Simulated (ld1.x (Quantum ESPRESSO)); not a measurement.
**Configuration tests for Ag (Z = 47) (PAW)**

- Element: Ag
- Generator: ld1.x (Quantum ESPRESSO) 7.5
- Type: PAW
- Functional: PW91
- Relativity: scalar-relativistic
- Frozen core: [Ar] 3d10
- Valence charge: 19
- Reference configuration: 4s2 4p6 4d9.5 5s0 5p0 (charge +1.5)
- Partial waves: 4s (bound): rcut 1.35, rcutus 1.70 bohr; 5s (bound, empty): rcut 1.35, rcutus 1.70 bohr; 4p (bound): rcut 1.30, rcutus 1.50 bohr; 5p (bound, empty): rcut 1.30, rcutus 1.50 bohr; 4d (bound): rcut 1.10, rcutus 1.20 bohr; 4d channel at -0.65 Ry: rcut 1.10, rcutus 1.20 bohr
- Local potential: all-electron potential smoothed inside 1.10 bohr (lloc = -2)
- Core correction: Bessel-smoothed model core, default radius (core density twice the valence density)
- Augmentation charge: PSQ, inside the norm-conserving radii

Energies are relative to the spin-unpolarised reference configuration 4s2 4p6 4d9.5 5s0 5p0; without spin polarisation the order of configurations can differ from experiment.

**Question.** Give the all-electron excitation energy and the error of the potential for: 4s2 4p6 4d10 5s1 5p0; 4s2 4p6 4d10 5s0 5p0; 4s2 4p6 4d9 5s0 5p0; 4s2 4p6 4d9 5s1 5p1; 4s2 4p6 4d10 5s0 5p1; 4s2 4p6 4d8 5s0 5p0; 4s1 4p6 4d10 5s1 5p0.

**Answer.**

```json
{"valence configuration": "4s2 4p6 4d10 5s1 5p0", "charge": "0", "ΔE all-electron (eV)": "-17.264", "error AE − PS (meV)": "+2.5"}
{"valence configuration": "4s2 4p6 4d10 5s0 5p0", "charge": "+1", "ΔE all-electron (eV)": "-9.439", "error AE − PS (meV)": "+0.7"}
{"valence configuration": "4s2 4p6 4d9 5s0 5p0", "charge": "+2", "ΔE all-electron (eV)": "12.755", "error AE − PS (meV)": "-1.2"}
{"valence configuration": "4s2 4p6 4d9 5s1 5p1", "charge": "0", "ΔE all-electron (eV)": "-8.665", "error AE − PS (meV)": "+2.5"}
{"valence configuration": "4s2 4p6 4d10 5s0 5p1", "charge": "0", "ΔE all-electron (eV)": "-13.361", "error AE − PS (meV)": "+1.5"}
{"valence configuration": "4s2 4p6 4d8 5s0 5p0", "charge": "+3", "ΔE all-electron (eV)": "49.030", "error AE − PS (meV)": "-4.4"}
{"valence configuration": "4s1 4p6 4d10 5s1 5p0", "charge": "+1", "ΔE all-electron (eV)": "84.862", "error AE − PS (meV)": "-33"}
```

Levels in the configuration 4s2 4p6 4d10 5s0 5p1:

| level | all-electron (eV) | pseudo (eV) |
| --- | --- | --- |
| 4s | -97.135 | -97.135 |
| 4p | -60.663 | -60.664 |
| 4d | -9.488 | -9.489 |
| 5p | -1.699 | -1.699 |
